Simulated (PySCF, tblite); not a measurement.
Isomers of C5H8Cl2OSi. Computed values, GFN2-xTB/tblite, gas phase, harmonic and unscaled. This tight-binding method is rough: wavenumbers can miss measured ones by several per cent, in bad cases by 10 to 20. Modes of hydrogen on silicon can be 10 to 20 % off. One conformer each.

Electronic energies: PBE0/pcSseg-1 single points on the GFN2-xTB geometries (PySCF, gas phase).

```
                           SMILES  electronic energy, lowest = 0 (kJ/mol)
           C=CO[Si@@](Cl)(C=C)CCl                                     0.0
         CO[Si@@H](Cl)C1=C(Cl)CC1                                    22.1
CC(=O)[C@@H]1[SiH2][C@@H]1C(Cl)Cl                                   211.2
```

Problem. How do GFN2-xTB zero-point energies change the relative energies?

Solution. 
| SMILES | ZPE (kJ/mol) | of it from modes above 1550 cm⁻¹ | electronic (kJ/mol) | with ZPE, lowest = 0 (kJ/mol) | lowest mode (cm⁻¹) | rings |
| --- | --- | --- | --- | --- | --- | --- |
| C=CO[Si@@](Cl)(C=C)CCl | 307.7 | 167.1 | 0.0 | 0.0 | 6i | 0 |
| CO[Si@@H](Cl)C1=C(Cl)CC1 | 311.0 | 148.8 | 22.1 | 25.5 | 17 | 1 |
| CC(=O)[C@@H]1[SiH2][C@@H]1C(Cl)Cl | 300.0 | 147.4 | 211.2 | 203.5 | 31 | 1 |

The zero-point energies span 11.0 kJ/mol, from `CC(=O)[C@@H]1[SiH2][C@@H]1C(Cl)Cl` to `CO[Si@@H](Cl)C1=C(Cl)CC1`. Slightly imaginary modes are left out of the zero-point energy: `C=CO[Si@@](Cl)(C=C)CCl` 6.4i cm⁻¹. The order is unchanged.

Problem. And how do the electronic energies of GFN2-xTB itself compare?

Solution. `C=CO[Si@@](Cl)(C=C)CCl` 116.4; `CO[Si@@H](Cl)C1=C(Cl)CC1` 0.0; `CC(=O)[C@@H]1[SiH2][C@@H]1C(Cl)Cl` 251.6 kJ/mol, lowest = 0. Against the energies above, taken from the same isomer `C=CO[Si@@](Cl)(C=C)CCl`, the largest difference is 138.5 kJ/mol.
